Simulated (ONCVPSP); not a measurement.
Logarithmic derivatives: Co (Z = 27), ONCV

* Element: Co
* Generator: ONCVPSP 4.0.1
* Type: optimised norm-conserving Vanderbilt (ONCV)
* Functional: PBE
* Relativity: scalar-relativistic
* Frozen core: [Ne] 3s2
* Valence charge: 15
* Reference configuration: 3p6 3d7.5 4s1.5
* Partial waves: 4s: rc 2.25 bohr, ncon 5, nbas 9, qcut 2.7 1/bohr, 2 projectors, debl 0.3 Ha; 3p: rc 0.90 bohr, ncon 4, nbas 7, qcut 11.1 1/bohr, 2 projectors, debl 1.8 Ha; 3d: rc 0.90 bohr, ncon 4, nbas 9, qcut 20.7 1/bohr, 2 projectors, debl 2.9 Ha
* Local potential: polynomial inside 0.70 bohr (lpopt 5, dvloc0 2 Ha)
* Core correction: Teter function, fcfact 2.75, rcfact 1.65

In the p channel the program set the typed energies aside and used -2.319, 0.250 Ha.

The phase is arctan(r·R′/R) of the radial function R(r), unwrapped; energies in Ha, scanned from -4 to 5 Ha. A pole is an energy at which the radial function vanishes at the test radius. The pseudo phase is shifted by a multiple of π to meet the all-electron one at the reference energy, and phase errors are pseudo minus all-electron; the curves can meet again beyond the range given. Levels narrower than the energy grid can be missing from the lists of poles. n/a: not evaluated, since a narrow level or a reset projector energy made the automatic matching unsafe.

Task: For each channel, where are the poles, and over which energies does the pseudopotential scatter like the atom?

Result:

```json
{"channel": "s", "radius (bohr)": "2.29", "reference energy (Ha)": "-0.18", "poles, all-electron": "1.27", "poles, pseudo": "1.26, 3.78", "unbroken range about the reference energy with phases within 0.05 rad": "n/a", "phase error 1 Ha above the reference energy (rad)": "n/a"}
{"channel": "p", "radius (bohr)": "0.91", "reference energy (Ha)": "-2.32", "poles, all-electron": "2.19", "poles, pseudo": "2.19", "unbroken range about the reference energy with phases within 0.05 rad": "the whole range", "phase error 1 Ha above the reference energy (rad)": "-0.000"}
{"channel": "d", "radius (bohr)": "0.91", "reference energy (Ha)": "-0.22", "poles, all-electron": "3.40", "poles, pseudo": "3.40", "unbroken range about the reference energy with phases within 0.05 rad": "the whole range", "phase error 1 Ha above the reference energy (rad)": "+0.000"}
```

Note: ghosts flagged at negative energy: s at -234.3 eV; no localised positive-energy state flagged. A true bound ghost makes a file unfit for plane-wave use.

Phases in the p channel:

```json
{"E (Ha)": "-3.98", "all-electron": "-0.500", "pseudo": "-0.500"}
{"E (Ha)": "-3.74", "all-electron": "-0.623", "pseudo": "-0.623"}
{"E (Ha)": "-3.50", "all-electron": "-0.734", "pseudo": "-0.734"}
{"E (Ha)": "-3.26", "all-electron": "-0.832", "pseudo": "-0.832"}
{"E (Ha)": "-3.02", "all-electron": "-0.918", "pseudo": "-0.918"}
{"E (Ha)": "-2.78", "all-electron": "-0.993", "pseudo": "-0.993"}
{"E (Ha)": "-2.54", "all-electron": "-1.059", "pseudo": "-1.059"}
{"E (Ha)": "-2.30", "all-electron": "-1.116", "pseudo": "-1.116"}
{"E (Ha)": "-2.06", "all-electron": "-1.167", "pseudo": "-1.167"}
{"E (Ha)": "-1.82", "all-electron": "-1.211", "pseudo": "-1.211"}
{"E (Ha)": "-1.58", "all-electron": "-1.251", "pseudo": "-1.251"}
{"E (Ha)": "-1.34", "all-electron": "-1.286", "pseudo": "-1.286"}
{"E (Ha)": "-1.10", "all-electron": "-1.318", "pseudo": "-1.318"}
{"E (Ha)": "-0.86", "all-electron": "-1.347", "pseudo": "-1.347"}
{"E (Ha)": "-0.62", "all-electron": "-1.373", "pseudo": "-1.373"}
{"E (Ha)": "-0.38", "all-electron": "-1.397", "pseudo": "-1.397"}
{"E (Ha)": "-0.14", "all-electron": "-1.419", "pseudo": "-1.419"}
{"E (Ha)": "0.10", "all-electron": "-1.439", "pseudo": "-1.439"}
{"E (Ha)": "0.34", "all-electron": "-1.458", "pseudo": "-1.458"}
{"E (Ha)": "0.58", "all-electron": "-1.475", "pseudo": "-1.475"}
{"E (Ha)": "0.82", "all-electron": "-1.492", "pseudo": "-1.492"}
{"E (Ha)": "1.06", "all-electron": "-1.507", "pseudo": "-1.507"}
{"E (Ha)": "1.30", "all-electron": "-1.522", "pseudo": "-1.522"}
{"E (Ha)": "1.54", "all-electron": "-1.536", "pseudo": "-1.536"}
{"E (Ha)": "1.78", "all-electron": "-1.549", "pseudo": "-1.549"}
{"E (Ha)": "2.02", "all-electron": "-1.562", "pseudo": "-1.562"}
{"E (Ha)": "2.26", "all-electron": "-1.574", "pseudo": "-1.574"}
{"E (Ha)": "2.50", "all-electron": "-1.586", "pseudo": "-1.586"}
{"E (Ha)": "2.74", "all-electron": "-1.598", "pseudo": "-1.598"}
{"E (Ha)": "2.98", "all-electron": "-1.609", "pseudo": "-1.609"}
{"E (Ha)": "3.22", "all-electron": "-1.620", "pseudo": "-1.620"}
{"E (Ha)": "3.46", "all-electron": "-1.631", "pseudo": "-1.631"}
{"E (Ha)": "3.70", "all-electron": "-1.642", "pseudo": "-1.642"}
{"E (Ha)": "3.94", "all-electron": "-1.653", "pseudo": "-1.653"}
{"E (Ha)": "4.18", "all-electron": "-1.663", "pseudo": "-1.664"}
{"E (Ha)": "4.42", "all-electron": "-1.674", "pseudo": "-1.674"}
{"E (Ha)": "4.66", "all-electron": "-1.685", "pseudo": "-1.685"}
{"E (Ha)": "4.90", "all-electron": "-1.696", "pseudo": "-1.696"}
```
